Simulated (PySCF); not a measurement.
BrSi, doublet, at a GFN2-xTB geometry; TPSS/def2-SVP (PySCF).

PySCF was given this input:
```python
from pyscf import gto, scf, dft

mol = gto.M(
    atom='''
Si   -0.000000   -0.000000   -1.673922
Br    0.000000    0.000000    0.669569
''',
    basis='def2-svp',
    charge=0,
    spin=1,
    verbose=5,
)

mf = dft.UKS(mol)
mf.xc = 'tpss'
mf.kernel()
mf.analyze()
```

What the program printed (banner, timings and long lists left out):

```
PySCF version 2.14.0

[INPUT] verbose = 5
[INPUT] max_memory = 4000
[INPUT] num. atoms = 2
[INPUT] num. electrons = 49
[INPUT] charge = 0
[INPUT] spin (= nelec alpha-beta = 2S) = 1
[INPUT] symmetry False subgroup None
[INPUT] Mole.unit = angstrom
[INPUT] Symbol           X                Y                Z      unit          X                Y                Z       unit  Magmom
[...]
[INPUT] ---------------- BASIS SET ----------------
[INPUT] l, kappa, [nprim/nctr], expnt,             c_1 c_2 ...
[INPUT] Si
[...]
                                1038.4346419      0.0099966546241
                                235.8758148       0.044910165101
                                66.069385169      0.1146363854
                                20.247945761      0.10280063858
[...]
                                3.6370788192      -0.43028836252
                                1.4002048599      -0.41382774969
[...]
                                41.907258846      0.043399431982
                                12.955294367      0.15632019351
                                4.4383267393      0.29419996982
                                1.5462247904      0.23536823814
[...]
[INPUT] Br
[...]
                                17009.626303      0.010950417496
                                3870.1842567      0.054421006604
                                1093.0357227      0.19047907695
                                356.39721797      0.39024642737
                                123.12539643      0.30814432514
[...]
                                28.46866107       0.64775962312
                                11.883443722      0.44235575986
[...]
                                3.6129226841      0.73823712008
                                1.6626648969      0.42683868694
[...]
                                368.47859205      0.06624363742
                                117.22978849      0.26495610385
                                42.648909248      0.53839160587
                                16.087225096      0.36579387888
[...]
                                3.5613665502      0.57500678213
                                1.5292626609      0.24330394172
[...]
                                30.281143688      0.1345548323
                                10.651394267      0.36474454537
                                3.8699456233      0.49044587056
[...]
nuclear repulsion = 110.645542633106
number of shells = 20
number of NR pGTOs = 110
number of NR cGTOs = 50
basis = def2-svp
ecp = {}

******** <class 'pyscf.dft.uks.UKS'> ********
method = UKS
initial guess = minao
damping factor = 0
level_shift factor = 0
DIIS = <class 'pyscf.scf.diis.CDIIS'>
diis_start_cycle = 1
diis_space = 8
diis_damp = 0
SCF conv_tol = 1e-09
SCF conv_tol_grad = None
SCF max_cycles = 50
direct_scf = True
direct_scf_tol = 1e-13
number electrons alpha = 25  beta = 24
XC library pyscf.dft.libxc version 7.1.2
    S. Lehtola, C. Steigemann, M. J. T. Oliveira, and M. A. L. Marques,  SoftwareX 7, 1–5 (2018)
XC functionals = tpss
    J. Tao, J. P. Perdew, V. N. Staroverov, and G. E. Scuseria,  Phys. Rev. Lett. 91, 146401 (2003)
    J. P. Perdew, J. Tao, V. N. Staroverov, and G. E. Scuseria,  J. Chem. Phys. 120, 6898 (2004)
    J. Tao, J. P. Perdew, V. N. Staroverov, and G. E. Scuseria,  Phys. Rev. Lett. 91, 146401 (2003)
    J. P. Perdew, J. Tao, V. N. Staroverov, and G. E. Scuseria,  J. Chem. Phys. 120, 6898 (2004)
radial grids:
    Treutler-Ahlrichs [JCP 102, 346 (1995); DOI:10.1063/1.469408] (M4) radial grids

becke partition: Becke, JCP 88, 2547 (1988); DOI:10.1063/1.454033
pruning grids: <function nwchem_prune>
grids dens level: 3
symmetrized grids: False
atomic radii adjust function: <function treutler_atomic_radii_adjust>
small_rho_cutoff = 0
Set gradient conv threshold to 3.16228e-05
atom Si rad-grids = 80, ang-grids = [ 50  50  50  50  50  50  50  50  50  50  50  50  50  50  50  50  50  50
  50  50  50  50  50  86  86  86  86  86  86  86  86  86  86  86  86  86
 350 350 350 350 350 350 350 350 434 434 434 434 434 434 434 434 434 434
 434 434 434 434 434 434 434 434 350 350 350 350 350 350 350 350 350 350
 350 350 350 350 350 350 350 350]
atom Br rad-grids = 90, ang-grids = [ 50  50  50  50  50  50  50  50  50  50  50  50  50  50  50  50  50  50
  50  50  50  50  50  50  50  50  50  50  50  86  86  86  86  86  86  86
  86  86  86  86  86  86  86  86  86 350 350 350 350 350 350 350 350 350
 350 434 434 434 434 434 434 434 434 434 434 434 434 434 434 434 434 434
 434 434 434 434 434 350 350 350 350 350 350 350 350 350 350 350 350 350]
tot_boxes 1053, boxes in each direction [ 7  7 11]
Padding 4 grids
tot grids = 39608
nelec by numeric integration = [24.48852374 24.48852374]
E1 = -4202.4906361232415  E2 = 1229.780608980186  Ecoul = 1341.922128112644  Exc = -112.1415191324582
init E= -2862.06448450995
cond(S) = 95.63093267739987

  alpha mo_energy =
[-4.81654100e+02 -6.56103069e+01 -6.18944311e+01 -5.57417141e+01
 -5.57416463e+01 -5.57416463e+01 -8.48958040e+00 -6.33062623e+00
 -6.32928623e+00 -6.32928623e+00 -5.09022811e+00 -3.46694629e+00
 -3.46573148e+00 -3.46573148e+00 -2.49795706e+00 -2.49732904e+00
 -2.49732904e+00 -2.49623086e+00 -2.49622769e+00 -7.52795096e-01
 -4.27730378e-01 -3.16599912e-01 -3.16599912e-01 -2.89634768e-01
 -1.28734308e-01 -1.28734308e-01 -4.12660159e-02  1.41469457e-01
  2.91614629e-01  3.24134946e-01  3.24134946e-01  3.24243684e-01
  4.03217211e-01  4.03217211e-01  4.08732679e-01  4.08735209e-01
  4.68960850e-01  4.68961318e-01  5.09670221e-01  5.28483456e-01
  5.28483456e-01  6.46060421e-01  6.68059571e-01  6.68059571e-01
  9.74106792e-01  3.31543220e+00  3.31544421e+00  3.35445567e+00
  3.35445567e+00  3.51504215e+00]
  beta  mo_energy =
[-4.81654100e+02 -6.56103069e+01 -6.18944311e+01 -5.57417141e+01
 -5.57416463e+01 -5.57416463e+01 -8.48958040e+00 -6.33062623e+00
 -6.32928623e+00 -6.32928623e+00 -5.09022811e+00 -3.46694629e+00
 -3.46573148e+00 -3.46573148e+00 -2.49795706e+00 -2.49732904e+00
[...]
converged SCF energy = -2863.14302557959  <S^2> = 0.75565337  2S+1 = 2.0056454
Total Energy =                       -2863.143025579590812
[...]
1 Br 5dxz        0.05861   0.00000   0.03578   0.08280  -0.00000
1 Br 5dx2-y2     0.00000  -0.00144   0.00000   0.00000  -0.00009
               #46       #47       #48       #49       #50
0 Si 1s          0.00000  -0.00000   0.00000  -0.00000   0.00034
0 Si 2s          0.00000  -0.00000   0.00000   0.00000   0.00071
0 Si 3s         -0.00000   0.00000   0.00000   0.00000  -0.00242
0 Si 4s          0.00001  -0.00000  -0.00000   0.00000   0.00783
0 Si 2px        -0.00000  -0.00000   0.00006   0.00012   0.00000
0 Si 2py         0.00000   0.00000   0.00013  -0.00005   0.00000
0 Si 2pz        -0.00001   0.00000   0.00000   0.00000  -0.00084
0 Si 3px        -0.00000  -0.00000   0.00048   0.00083  -0.00000
0 Si 3py        -0.00000  -0.00000   0.00108  -0.00037  -0.00000
0 Si 3pz        -0.00025   0.00008  -0.00000  -0.00000  -0.00356
0 Si 4px         0.00000   0.00000  -0.00385  -0.00851   0.00000
0 Si 4py         0.00000  -0.00000  -0.00861   0.00380  -0.00000
0 Si 4pz        -0.00046   0.00014   0.00000   0.00000  -0.02860
0 Si 3dxy       -0.00560   0.00932  -0.00000   0.00000   0.00029
0 Si 3dyz        0.00000  -0.00000  -0.04806   0.02176  -0.00000
0 Si 3dz^2       0.00082  -0.00025   0.00000   0.00000   0.07797
0 Si 3dxz        0.00000   0.00000  -0.02146  -0.04874   0.00000
0 Si 3dx2-y2     0.00932   0.00561  -0.00000  -0.00000  -0.00026
1 Br 1s         -0.00000   0.00000   0.00000   0.00000  -0.00004
1 Br 2s         -0.00001   0.00000  -0.00000  -0.00000   0.00018
1 Br 3s          0.00013  -0.00004  -0.00000  -0.00000  -0.00028
1 Br 4s          0.00026  -0.00008  -0.00000  -0.00000   0.00093
1 Br 5s         -0.00197   0.00061   0.00000   0.00000  -0.07493
1 Br 2px         0.00000   0.00000  -0.00002  -0.00004   0.00000
1 Br 2py         0.00000   0.00000  -0.00004   0.00002  -0.00000
1 Br 2pz        -0.00000   0.00000  -0.00000   0.00000  -0.00015
1 Br 3px         0.00000   0.00000   0.00006   0.00015  -0.00000
1 Br 3py        -0.00000  -0.00000   0.00014  -0.00007   0.00000
1 Br 3pz         0.00001  -0.00000  -0.00000   0.00000   0.00030
1 Br 4px        -0.00000  -0.00000  -0.00036  -0.00064   0.00000
1 Br 4py         0.00000   0.00000  -0.00081   0.00029   0.00000
1 Br 4pz         0.00004  -0.00001   0.00000   0.00000  -0.00116
1 Br 5px        -0.00000  -0.00000   0.00580   0.01306  -0.00000
1 Br 5py        -0.00000   0.00000   0.01299  -0.00583   0.00000
1 Br 5pz         0.00107  -0.00033  -0.00000   0.00000   0.07636
1 Br 3dxy        0.00020  -0.00033   0.00000   0.00000   0.00007
1 Br 3dyz        0.00000   0.00000  -0.00069   0.00024  -0.00000
1 Br 3dz^2      -0.00011   0.00003   0.00000  -0.00000  -0.00050
1 Br 3dxz       -0.00000  -0.00000  -0.00031  -0.00053  -0.00000
1 Br 3dx2-y2    -0.00034  -0.00020  -0.00000  -0.00000  -0.00006
1 Br 4dxy       -0.04303   0.07157  -0.00000   0.00000   0.00081
1 Br 4dyz       -0.00000   0.00000   0.09000  -0.04036   0.00000
1 Br 4dz^2       0.00194  -0.00060   0.00000   0.00000   0.15559
1 Br 4dxz       -0.00000  -0.00000   0.04019   0.09039  -0.00000
1 Br 4dx2-y2     0.07157   0.04304   0.00000   0.00000  -0.00072
1 Br 5dxy        0.51344  -0.85393   0.00000  -0.00000  -0.00928
1 Br 5dyz        0.00000  -0.00000  -0.90726   0.40507  -0.00000
1 Br 5dz^2      -0.01160   0.00357  -0.00000  -0.00000  -0.97837
1 Br 5dxz        0.00000   0.00000  -0.40510  -0.90718   0.00000
1 Br 5dx2-y2    -0.85390  -0.51351  -0.00000  -0.00000   0.00832

To work with the spin densities directly, `use mulliken_meta_spin()` only printing them here.

 ** Mulliken spin pop alpha/beta on meta-lowdin orthogonal AOs **
 ** Mulliken Spin Density (per AO)  **
spin_pop of  0 Si 1s       -0.00000
spin_pop of  0 Si 2s       -0.00000
spin_pop of  0 Si 3s        0.01368
spin_pop of  0 Si 4s        0.00014
spin_pop of  0 Si 2px       0.00002
spin_pop of  0 Si 2py       0.00000
spin_pop of  0 Si 2pz      -0.00000
spin_pop of  0 Si 3px       0.77673
spin_pop of  0 Si 3py       0.16697
spin_pop of  0 Si 3pz      -0.00808
spin_pop of  0 Si 4px       0.00060
spin_pop of  0 Si 4py       0.00012
spin_pop of  0 Si 4pz       0.00008
spin_pop of  0 Si 3dxy     -0.00062
spin_pop of  0 Si 3dyz      0.00020
spin_pop of  0 Si 3dz^2     0.00095
spin_pop of  0 Si 3dxz      0.00027
spin_pop of  0 Si 3dx2-y2   -0.00050
spin_pop of  1 Br 1s        0.00000
spin_pop of  1 Br 2s        0.00000
spin_pop of  1 Br 3s        0.00001
spin_pop of  1 Br 4s        0.00072
spin_pop of  1 Br 5s        0.00011
spin_pop of  1 Br 2px       0.00000
spin_pop of  1 Br 2py       0.00000
spin_pop of  1 Br 2pz      -0.00000
spin_pop of  1 Br 3px       0.00001
spin_pop of  1 Br 3py      -0.00000
spin_pop of  1 Br 3pz      -0.00000
spin_pop of  1 Br 4px       0.05468
spin_pop of  1 Br 4py      -0.00135
spin_pop of  1 Br 4pz      -0.00634
spin_pop of  1 Br 5px       0.00035
spin_pop of  1 Br 5py       0.00007
spin_pop of  1 Br 5pz       0.00011
spin_pop of  1 Br 3dxy     -0.00000
spin_pop of  1 Br 3dyz     -0.00000
spin_pop of  1 Br 3dz^2    -0.00000
spin_pop of  1 Br 3dxz     -0.00000
spin_pop of  1 Br 3dx2-y2   -0.00000
spin_pop of  1 Br 4dxy     -0.00000
spin_pop of  1 Br 4dyz      0.00023
spin_pop of  1 Br 4dz^2    -0.00024
spin_pop of  1 Br 4dxz      0.00108
spin_pop of  1 Br 4dx2-y2   -0.00000
spin_pop of  1 Br 5dxy     -0.00000
spin_pop of  1 Br 5dyz      0.00001
spin_pop of  1 Br 5dz^2     0.00001
spin_pop of  1 Br 5dxz      0.00003
spin_pop of  1 Br 5dx2-y2   -0.00000
 ** Mulliken Spin Density (per atom)  **
spin density of  0 Si =      0.95055
spin density of  1 Br =      0.04945
 ** Mulliken pop alpha/beta on meta-lowdin orthogonal AOs **
 ** Mulliken pop       alpha | beta **
In total            25.00000 | 24.00000
 ** Mulliken atomic charges   ( Nelec_alpha | Nelec_beta ) **
charge of  0Si =      0.17679  (     7.38688      6.43633 )
charge of  1Br =     -0.17679  (    17.61312     17.56367 )
Dipole moment(X, Y, Z, Debye): -0.00000, -0.00000, -1.15002
```
